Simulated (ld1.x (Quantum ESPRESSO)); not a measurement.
# u(r) = r·R(r): atom against pseudo-atom (zinc)

Columns: radius, all-electron u(r) and pseudo u(r) of the 3d shell (level -10.14 eV) of zinc in the configuration [Ar] 3d10 4s2 4p0; PBE, scalar-relativistic, ultrasoft scheme, ld1.x (Quantum ESPRESSO) 7.5.

```
r (bohr)  all-electron  pseudo
   0.148        0.2682  0.0108
   0.295        0.7321  0.0773
   0.443        0.9846  0.2212
   0.590        1.0346  0.4127
   0.738        0.9771  0.5935
   0.885        0.8793  0.7034
   1.033        0.7727  0.7208
   1.180        0.6723  0.6657
   1.328        0.5815  0.5816
   1.475        0.5028  0.5028
   1.623        0.4342  0.4342
   1.770        0.3757  0.3757
   1.918        0.3252  0.3252
   2.065        0.2821  0.2821
   2.213        0.2448  0.2448
   2.360        0.2128  0.2128
   2.508        0.1851  0.1851
   2.655        0.1612  0.1612
   2.802        0.1405  0.1405
   2.950        0.1224  0.1224
   3.098        0.1067  0.1067
   3.245        0.0932  0.0932
   3.393        0.0813  0.0813
   3.540        0.0710  0.0710
   3.688        0.0620  0.0620
   3.835        0.0542  0.0542
```

Task: How many radial nodes do the two functions have?

Result: The all-electron 3d function has n − l − 1 = 0; the pseudo-wave has 0.

Task: At about which radius was the pseudo-wave matched?

Result: 1.40 bohr, where the columns begin to agree (steps of 0.15 bohr).

Task: Is the pseudo-wave norm-conserving?

Result: No, it belongs to an ultrasoft set: the norm inside the radius is not constrained, and the difference is carried by the augmentation charge.
